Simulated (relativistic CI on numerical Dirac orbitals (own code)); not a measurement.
**Xe7+: computed level list**

Computed by Dirac-Coulomb-Breit CI, orbitals from a KLI potential per configuration, model QED (radiative potential, 1s self-energy scaled to tabulated hydrogen-like ionisation energies), valence Slater integrals scaled by 0.9, configuration energies shifted to the measured levels that pair with them (semi-empirical) (own radial code, finite nucleus).

CI space (outside the closed core [Kr] 4d10): 5s, 5p, 4f, 5d, 6s, 6p, 5f, 6d, 7s, 7p, 6f, 7d, 8s, 8p, 7f, 8d. Levels of other configurations are missing.

The lowest level is 5s 2S_1/2, with 100 % of that term; Hund's rules for 5s give 2S with J = 1/2, in agreement.

```csv
No.,Configuration,Term,J,E (cm⁻¹),%,Landé g,jj configuration (%)
1,5s,2S,1/2,0,100,2.002,5s (100)
2,5p,2P°,1/2,116794,100,0.665,5p1/2 (100)
3,5p,2P°,3/2,134725,100,1.334,5p3/2 (100)
4,4f,2F°,5/2,265264,100,0.856,4f5/2 (100)
5,4f,2F°,7/2,265608,100,1.143,4f7/2 (100)
6,5d,2D,3/2,309954,100,0.799,5d3/2 (100)
7,5d,2D,5/2,312750,100,1.200,5d5/2 (100)
8,6s,2S,1/2,395497,100,2.002,6s (100)
9,6p,2P°,1/2,443459,100,0.666,6p1/2 (100)
10,6p,2P°,3/2,450692,100,1.334,6p3/2 (100)
11,5f,2F°,5/2,497604,100,0.857,5f5/2 (100)
12,5f,2F°,7/2,497993,100,1.143,5f7/2 (100)
13,6d,2D,3/2,527473,100,0.799,6d3/2 (100)
14,6d,2D,5/2,528746,100,1.200,6d5/2 (100)
15,7s,2S,1/2,565296,100,2.002,7s (100)
16,7p,2P°,1/2,589926,100,0.666,7p1/2 (100)
17,7p,2P°,3/2,593682,100,1.334,7p3/2 (100)
18,6f,2F°,5/2,616429,100,0.857,6f5/2 (100)
19,6f,2F°,7/2,616647,100,1.143,6f7/2 (100)
20,7d,2D,3/2,634623,100,0.799,7d3/2 (100)
21,7d,2D,5/2,635327,100,1.200,7d5/2 (100)
22,8s,2S,1/2,655008,100,2.002,8s (100)
23,8p,2P°,1/2,669966,100,0.666,8p1/2 (100)
24,8p,2P°,3/2,672169,100,1.334,8p3/2 (100)
25,7f,2F°,5/2,684662,100,0.857,7f5/2 (100)
26,7f,2F°,7/2,684791,100,1.143,7f7/2 (100)
27,8d,2D,3/2,696275,100,0.799,8d3/2 (100)
28,8d,2D,5/2,696707,100,1.200,8d5/2 (100)
```

Energies count from the lowest computed level; ° marks odd parity. Filled j subshells are mostly left out of the jj labels.

The mean weight of the leading LS term, summed over parents, in these 28 levels is 100 %, and that of the leading jj configuration (from the same eigenvectors) 100 %.

Configurations whose levels could be paired with our table of measured levels were shifted onto them, all but the ground configuration, by the median error of their levels; single terms can still be off by 1,000 to 2,000 cm⁻¹ or more, and rates follow the energies as ν³ (E1, M1) or ν⁵ (E2). The others borrow a shift and can be off by several thousand cm⁻¹ or more. Levels and lines within the n = 5 or 6 shells can be off by up to 10 % or somewhat more, and those that change n by about 2 %, since core polarisation is missing. 27 of the 27 excited levels that our extract of the measured tables holds in this range could be paired (the sources list more); they are missed by 68 cm⁻¹ on average and 327 at most, after the shifts were fitted to these levels, and levels without a partner can miss by more.
